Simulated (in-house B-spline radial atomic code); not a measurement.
**Ionising Hf4+ with different functionals**

Computed with a B-spline radial code for spherical atoms: four-component Dirac-Coulomb Hamiltonian, Fermi nucleus of rms radius 5.347 fm, spin-restricted, spherical fractional occupations for the functionals, and exact exchange of hybrids averaged over the configuration. The ionisation energy is the difference of two self-consistent energies, [Xe] 4f14 → [Xe] 4f13, without Breit or QED terms; ε is the level of the shell that loses the electron (mean over j). The electron is taken from both j subshells in proportion to 2j + 1, so the result is a j average, not the step between ground levels.

```json
{"method": "B3LYP", "rung": "global hybrid", "ΔSCF (eV)": "68.98", "-ε(4f) (eV)": "60.88"}
{"method": "B97-1", "rung": "global hybrid", "ΔSCF (eV)": "68.91", "-ε(4f) (eV)": "60.98"}
{"method": "BHandHLYP", "rung": "global hybrid", "ΔSCF (eV)": "67.93", "-ε(4f) (eV)": "65.34"}
{"method": "HSE06", "rung": "range-separated hybrid", "ΔSCF (eV)": "68.77", "-ε(4f) (eV)": "61.15"}
```

Problem. Among the functionals, which spreads more, the ΔSCF values or the orbital energies?

Solution. The orbital energies: ΔSCF values span about 1.05 eV and the orbital energies 4.46 eV; here energy differences depend much less on the functional than eigenvalues do.

Problem. How do they compare with the NIST value?

Solution. NIST lists 68.37 eV ± 0.04 (semi-empirical, ground level to ground level). Errors run from -0.44 to +0.61 eV; HSE06 is closest (+0.40 eV), but part of that can be cancellation, since the calculations leave out Breit-QED terms, spin polarisation, the choice among j levels, multiplet and fine-structure energies.
